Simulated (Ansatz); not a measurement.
Isolated molecules relaxed with PBE0-D4/def2-TZVP in Ansatz; ΔE leaves out vibrations. CCSD(T)/CBS adds triple-zeta CCSD(T) − MP2 to the extrapolated MP2 energy (def2 sets, frozen cores). This one scheme is used for every species. DFT in def2-TZVPP. For Br outer-core shells are correlated without core-valence functions, which leaves a few kJ/mol of doubt a bond. Scalar relativity is left out up to krypton. Each species was taken in one conformer, which may not be the lowest.

`[SiH3]CCBr` + `[NH2][AlH][OH]` → `[OH][AlH][NH][SiH3]` + `CCBr`  (ligand exchange at the Si–C bond)

```tsv
level	ΔE (kcal/mol)
PBE0-D4	-13.7
B2PLYP	-15.2
```

(1) What does CCSD(T)/CBS give? (An estimate is asked.)

Largest T1 diagnostic among the species: 0.012.

## Answers

(1) The calculation gave: -14.6 kcal/mol. The listed levels differ from it by 0.9, -0.6 kcal/mol.

From BLYP to BHLYP (50 % exact exchange), in def2-TZVPP and without D4, ΔE moves by −1.9 kcal/mol. In def2-TZVPP, CCSD(T) changes the Hartree–Fock value by +2.9 kcal/mol (the triples alone add +0.3 kcal/mol) and MP2 by +2.7 kcal/mol. Leaving LDA and LC-ωPBE aside and taking each functional with its dispersion term where it has one, the values, not all of them listed here, spread over 3.5 kcal/mol, from BHLYP-D4 to revPBE-D4.
